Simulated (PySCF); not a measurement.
SMILES FC(F)(F)C[SiH2][Si](Cl)(Cl)Cl (C2H4Cl3F3Si2) (GFN2-xTB optimised geometry):

```
14

F     -0.216    -3.068    -1.065
C      0.155    -2.339     0.000
F     -0.216    -3.045     1.082
F      1.499    -2.339     0.000
C     -0.414    -0.955     0.000
Si     0.172    -0.020     1.565
Si    -0.734     2.124     1.474
Cl    -0.380     3.068    -0.286
Cl     0.086     3.258     2.939
Cl    -2.741     2.146     1.758
H     -1.499    -1.047    -0.039
H     -0.087    -0.465    -0.916
H     -0.299    -0.766     2.735
H      1.638     0.001     1.551
```

Method: PBE/def2-TZVP run with PySCF.

**Question.** What are the frontier orbital energies and the dipole moment?

**Answer.** HOMO-2 -8.30 eV, HOMO-1 -7.98 eV, HOMO -7.56 eV, LUMO -1.73 eV, LUMO+1 -1.61 eV; dipole moment 0.79 D.

Meta-Löwdin charges at PBE/def2-TZVP: F1 -0.26, C2 0.75, F3 -0.26, F4 -0.26, C5 -0.48, Si6 0.34, Si7 0.71, Cl8 -0.25, Cl9 -0.25, Cl10 -0.25, H11 0.15, H12 0.15, H13 -0.05, H14 -0.05.
